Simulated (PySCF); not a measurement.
Field gradients at the hydrogen positions

Species: C₈H₁₁P₂ (charge -1).
Z-matrix (Å and degrees, GFN2-xTB geometry), rows numbered from 1:
```
C 
C   1  1.3335
C   2  1.4427  1  125.66
P   3  1.7724  2  120.35  1    -3.05
C   4  1.7178  3   93.95  2  -178.91
P   5  1.7287  4  118.98  3    -0.38
C   3  1.3961  2  123.53  1   177.32
C   7  1.5124  3  123.04  2     1.60
C   8  1.5318  7  109.52  3    84.43
C   8  1.5258  7  111.80  3  -153.68
H   1  1.0805  2  122.16  3   179.67
H   1  1.0777  2  120.80  3    -0.11
H   2  1.0865  1  117.74  3  -179.72
H   5  1.0836  4  120.74  3   179.88
H   8  1.0987  7  109.44  3   -34.60
H   9  1.0919  8  111.15  7   179.38
H   9  1.0884  8  110.50  7   -59.71
H   9  1.0889  8  109.26  7    59.19
H  10  1.0920  8  110.83  7   178.02
H  10  1.0883  8  110.15  7    57.38
H  10  1.0880  8  109.70  7   -61.49
```

Level: PBE0/pcSseg-1 (PySCF, non-relativistic); Q(2H) = 0.00286 b; rigid geometry, the same for H and D, with no vibrational averaging.

Question: Rank these positions by the coupling χzz of a deuteron there, largest first.
A. H15 (methine hydrogen)
B. H14 (aromatic hydrogen)
C. H21 (methyl hydrogen)
D. H13 (vinylic hydrogen)

Answer: B (230 kHz), D (215 kHz), C (209 kHz), A (197 kHz).

Q: What are Vzz, η and χzz (234.96 MHz × Q × Vzz) at all hydrogens?

A: 
| atom | bonded to | bond length (Å) | Vzz (au) | η | χzz (kHz) |
| --- | --- | --- | --- | --- | --- |
| H11 | C1 | 1.080 | 0.3411 | 0.08 | 229 |
| H12 | C1 | 1.078 | 0.3363 | 0.08 | 226 |
| H13 | C2 | 1.086 | 0.3200 | 0.05 | 215 |
| H14 | C5 | 1.084 | 0.3417 | 0.06 | 230 |
| H15 | C8 | 1.099 | 0.2937 | 0.02 | 197 |
| H16 | C9 | 1.092 | 0.3139 | 0.02 | 211 |
| H17 | C9 | 1.088 | 0.3151 | 0.02 | 212 |
| H18 | C9 | 1.089 | 0.3127 | 0.02 | 210 |
| H19 | C10 | 1.092 | 0.3139 | 0.01 | 211 |
| H20 | C10 | 1.088 | 0.3159 | 0.01 | 212 |
| H21 | C10 | 1.088 | 0.3111 | 0.02 | 209 |

Q: How does χzz go with the bond length over the 11 C–H bonds?

A: A straight-line fit has a slope of -15.6 kHz for each 0.01 Å, with a correlation coefficient of -0.91, over lengths from 1.078 to 1.099 Å. The longer bonds have the smaller couplings here.

The structure is a single GFN2-xTB conformer in the gas phase; no vibrational or solvent corrections. The pcSseg-1 basis has no diffuse functions, a weakness for an anion. GFN2-xTB bond lengths can be off by several hundredths of an ångström, more for odd bonds, and the gradients follow them. These gradients aren't converged with respect to the basis.
